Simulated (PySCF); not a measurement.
B3LYP has the VWN-RPA correlation part, as in Gaussian. Excitations are Tamm–Dancoff values on a coarser integration grid. The basis has no diffuse functions, so Rydberg states are missing or too high.

Z-matrix (Å, degrees):
```
B
Br 1 1.9073
Br 1 1.9073 2 120.00
Br 1 1.9073 2 120.00 3 -179.99
```
Charge 0, multiplicity 1.

### Question
What brightest of the four lowest singlets (TDA), HOMO–LUMO gap and S1 excitation (TDA) does B3LYP-D3(BJ)/def2-TZVP run with PySCF 2.14.0 give?

### Answer

- brightest of the four lowest singlets (TDA) = 5.89 eV
- HOMO–LUMO gap = 5.77 eV
- S1 excitation (TDA) = 4.58 eV
